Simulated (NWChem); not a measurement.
Species: C3H5 cation

```xyz
8

C      0.0015    -1.3824     0.0019
C     -0.0478    -0.1095    -0.0008
C     -0.0495     1.2914     0.0016
H     -0.9293    -1.9724    -0.0818
H      0.9584    -1.9266     0.0843
H      1.0466     1.5132     0.1004
H     -0.3676     1.7347    -0.9575
H     -0.5328     1.7310     0.8909
```
Atoms are numbered in this order, from 1.

Program: NWChem. All runs use the structure optimised with PBE0/def2-SVP. B3LYP is NWChem's, with the RPA form of VWN correlation. Level: B3LYP/def2-SVP with COSMO at NWChem's default radii, gas-phase geometry; the question gives the dielectric constant. Reactions with the solvent are ignored.

Problem. Predict the results for dielectric constant 4.8. Quantities: electrostatic solvation energy (kcal/mol).

Solution. 
```yaml
electrostatic solvation energy (kcal/mol): -51.4
```
